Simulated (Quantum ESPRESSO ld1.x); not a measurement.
Q: Au I, configuration [Xe] 4f14 5d10 6s1 (the NIST ground configuration). Method: Dirac Kohn-Sham, HCTH/120, spin-unpolarised, spherical densities, point nucleus; computed with ld1.x of Quantum ESPRESSO 7.5.

Spin-orbit splittings of the eigenvalues, e(l+1/2) - e(l-1/2), with zeta = 2 splitting/(2l+1) and mean radii in bohr:

shell  occ.  splitting (eV)  zeta (eV)  <r> j=l-1/2  <r> j=l+1/2
2p        6            1835       1224      0.05798      0.06653
3p        6           405.3      270.2       0.1735       0.1892
3d       10           87.30      34.92       0.1647       0.1695
4p        6           97.44      64.96       0.4090       0.4430
4d       10           18.19      7.277       0.4511       0.4623
4f       14           3.853      1.101       0.4931       0.5001
5p        6               ?          ?        1.001        1.101
5d       10           1.561     0.6244        1.557        1.642
6p        0          0.4838     0.3225        4.436        5.217

Estimate the 5p splitting.

A: 16.63 eV (zeta = 11.09 eV).
